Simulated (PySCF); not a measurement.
A geometry optimisation, step by step.

Compound: [SnMe3]-, C3H9Sn (charge -1).
Bonds: Sn1–C2, Sn1–C6, Sn1–C10. Hydrogens: H3, H4, H5 on C2; H7, H8, H9 on C6; H11, H12, H13 on C10.

Method: PBE0-D3(BJ)/def2-SVP geometry optimisation, gas phase, def2 core potentials past Kr in PySCF 2.14.0; density fitting, grid level 1; the optimiser is geomeTRIC in internal coordinates, started from a GFN2-xTB structure with every atom displaced at random (about 0.03 Å). The frame can shift and turn from step to step; on so coarse a grid that alone can change the energy by a few meV, and forces under 0.02 eV/Å are noise.

Step 0: E = -9083.2456 eV, largest atomic force 1.642 eV/Å
```
atom  x, y, z in Å  |  force x, y, z in eV/Å
Sn1     0.070   -0.070    1.326   -0.675   0.796  -0.583
C2      1.894   -0.016    0.038   -0.274  -0.936   0.060
H3      2.520    0.812    0.274    0.983   1.040   0.806
H4      1.793    0.094   -1.027   -0.764   0.002  -1.169
H5      2.474   -0.941    0.142    0.280  -0.198   0.319
C6     -0.965    1.670    0.050    0.901  -0.076   1.107
H7     -0.815    1.465   -1.007   -0.170  -0.284  -0.550
H8     -0.467    2.649    0.242   -0.172  -0.250   0.120
H9     -2.026    1.764    0.313   -0.206   0.001  -0.131
C10    -0.964   -1.659    0.101   -0.388   0.641  -1.328
H11    -2.063   -1.691    0.231    0.068   0.004   0.364
H12    -0.563   -2.637    0.360    0.162  -0.576   0.007
H13    -0.857   -1.492   -1.021    0.254  -0.164   0.978
```

Step 1: E = -9083.4748 eV, largest atomic force 0.344 eV/Å
```
atom  x, y, z in Å  |  force x, y, z in eV/Å
Sn1     0.030   -0.008    1.290   -0.065  -0.008   0.049
C2      1.892    0.001    0.020    0.270  -0.043  -0.208
H3      2.549    0.849    0.295   -0.018  -0.051   0.056
H4      1.718    0.080   -1.073   -0.185  -0.005   0.121
H5      2.475   -0.927    0.178   -0.002   0.054   0.057
C6     -0.932    1.624    0.073    0.196   0.072   0.060
H7     -0.797    1.386   -0.996   -0.136   0.027  -0.026
H8     -0.445    2.596    0.272   -0.067  -0.020  -0.002
H9     -2.004    1.717    0.314   -0.044   0.025  -0.095
C10    -0.978   -1.625    0.078   -0.087  -0.059  -0.147
H11    -2.073   -1.650    0.234    0.051   0.008   0.144
H12    -0.577   -2.619    0.346   -0.032  -0.021  -0.027
H13    -0.827   -1.476   -1.008    0.119   0.021   0.018
```

Step 2: E = -9083.4883 eV, largest atomic force 0.184 eV/Å
```
atom  x, y, z in Å  |  force x, y, z in eV/Å
Sn1     0.030   -0.008    1.292   -0.062   0.039   0.002
C2      1.898   -0.013    0.021    0.165   0.028  -0.076
H3      2.558    0.834    0.294   -0.062  -0.059  -0.028
H4      1.684    0.061   -1.065   -0.061   0.000   0.114
H5      2.480   -0.940    0.183   -0.031   0.024   0.007
C6     -0.937    1.640    0.073    0.101  -0.082   0.021
H7     -0.822    1.411   -1.001   -0.046   0.029  -0.010
H8     -0.457    2.614    0.274   -0.005   0.022   0.000
H9     -2.011    1.736    0.305   -0.021   0.002  -0.017
C10    -0.966   -1.631    0.073   -0.013  -0.065  -0.018
H11    -2.058   -1.655    0.246    0.021   0.014   0.035
H12    -0.568   -2.628    0.335   -0.010   0.022  -0.006
H13    -0.801   -1.473   -1.008    0.024   0.026  -0.024
```

Step 3: E = -9083.4914 eV, largest atomic force 0.069 eV/Å
```
atom  x, y, z in Å  |  force x, y, z in eV/Å
Sn1     0.027   -0.005    1.296   -0.012  -0.013   0.028
C2      1.896   -0.018    0.024    0.055   0.018   0.037
H3      2.555    0.831    0.284   -0.021  -0.009  -0.033
H4      1.648    0.051   -1.051   -0.011   0.000   0.012
H5      2.476   -0.944    0.187   -0.014  -0.003  -0.013
C6     -0.931    1.637    0.074   -0.006  -0.028  -0.030
H7     -0.828    1.415   -1.003    0.007   0.018  -0.004
H8     -0.457    2.614    0.274    0.003   0.015  -0.005
H9     -2.008    1.734    0.301    0.001   0.001   0.017
C10    -0.957   -1.629    0.069    0.024  -0.031   0.011
H11    -2.047   -1.651    0.250   -0.007   0.006  -0.018
H12    -0.559   -2.627    0.327    0.004   0.013  -0.001
H13    -0.785   -1.460   -1.009   -0.023   0.013  -0.001
```

Step 4: E = -9083.4920 eV, largest atomic force 0.039 eV/Å
```
atom  x, y, z in Å  |  force x, y, z in eV/Å
Sn1     0.027   -0.006    1.302   -0.011   0.001  -0.001
C2      1.895   -0.019    0.027    0.005   0.001   0.039
H3      2.554    0.832    0.277    0.002   0.006  -0.015
H4      1.635    0.046   -1.044   -0.004  -0.002  -0.012
H5      2.475   -0.945    0.188    0.001  -0.004  -0.008
C6     -0.929    1.636    0.073   -0.008  -0.011  -0.013
H7     -0.827    1.417   -1.005    0.010   0.003   0.002
H8     -0.457    2.614    0.273    0.002   0.003  -0.001
H9     -2.006    1.733    0.301    0.005  -0.001   0.012
C10    -0.954   -1.629    0.069    0.014  -0.004   0.012
H11    -2.044   -1.653    0.249   -0.006  -0.001  -0.012
H12    -0.553   -2.627    0.321    0.004   0.003  -0.002
H13    -0.784   -1.452   -1.009   -0.014   0.006  -0.001
```

Step 5: E = -9083.4921 eV, largest atomic force 0.023 eV/Å
```
atom  x, y, z in Å  |  force x, y, z in eV/Å
Sn1     0.025   -0.006    1.305   -0.002   0.000  -0.005
C2      1.894   -0.019    0.030   -0.015  -0.007   0.016
H3      2.552    0.835    0.271    0.008   0.007  -0.002
H4      1.627    0.041   -1.040    0.001  -0.003  -0.010
H5      2.475   -0.944    0.190    0.007   0.000  -0.001
C6     -0.928    1.634    0.073   -0.005   0.008  -0.004
H7     -0.825    1.417   -1.005    0.003  -0.004   0.003
H8     -0.456    2.613    0.273    0.001  -0.003   0.002
H9     -2.005    1.731    0.302    0.003  -0.001   0.003
C10    -0.953   -1.628    0.068    0.000   0.009   0.005
H11    -2.042   -1.656    0.248   -0.001  -0.006  -0.001
H12    -0.548   -2.626    0.316    0.003  -0.003  -0.004
H13    -0.786   -1.445   -1.009   -0.002   0.001  -0.001
```

Question: Summarise the path.

Answer: The energy falls by 0.2465 eV from step 0 to step 5; nine tenths of that is first reached at step 1. It falls at every step. The largest force goes from 1.642 to 0.023 eV/Å. Among the bonds Sn1–C6 changes most, from 2.393 to 2.262 Å; the atoms move by 0.071 Å rms after alignment.

What follows is the cost of the whole optimisation. Time: 32 s; peak memory 0.45 GiB. Hardware: an Arm Neoverse V2 with one thread, shared host.
